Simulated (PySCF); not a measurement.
Geometry:
```
atom   x (Å)   y (Å)   z (Å)
  F1  -0.148   0.455  -1.987
  C2   0.758   0.350  -0.961
  C3   0.465  -0.921  -0.191
  C4  -0.894  -0.792   0.469
  O5  -0.986   0.400   1.223
  B6  -0.238   1.477   0.895
  O7   0.644   1.471  -0.157
  H8   1.764   0.357  -1.411
  H9   1.255  -1.071   0.562
 H10   0.484  -1.781  -0.877
 H11  -1.088  -1.636   1.147
 H12  -1.684  -0.788  -0.300
 H13  -0.324   2.477   1.557
```

Geometry: PBE0-D3(BJ)/def2-SVP; GIAO absolute shieldings from PySCF 2.14.0 with density-fitted response routines, gas phase, non-relativistic, averaged over equivalent atoms.

At PBE0/6-31G (75 basis functions, 7.3 s wall time on 1 thread of an Arm Neoverse V1, shared host):
```
atoms  σ (ppm)
   F1    321.8
   C2    102.6
   C4    146.8
   C3    168.5
   O7    171.3
   O5    206.3
   B6     93.3
   H8    26.82
  H13    27.42
  H12    27.99
  H11    28.54
  H10    30.74
   H9    30.75
```

Question: Predict the values at PBE0/def2-SVP on the same geometry.

Answer: 
```csv
atoms,σ at PBE0/def2-SVP,change
F1,333.4,+11.6
C2,96.3,-6.3
C4,140.6,-6.2
C3,163.9,-4.6
O7,180.5,+9.2
O5,216.0,+9.7
B6,87.5,-5.8
H8,25.96,-0.86
H13,27.30,-0.12
H12,27.22,-0.77
H11,27.64,-0.90
H10,29.79,-0.95
H9,29.83,-0.92
```

The largest change is at F1 (fluorine on an sp3 carbon). Cost: 128 basis functions, 11 s wall time on 1 thread of an Arm Neoverse V1, shared host. The order of the carbon signals is the same at both levels.
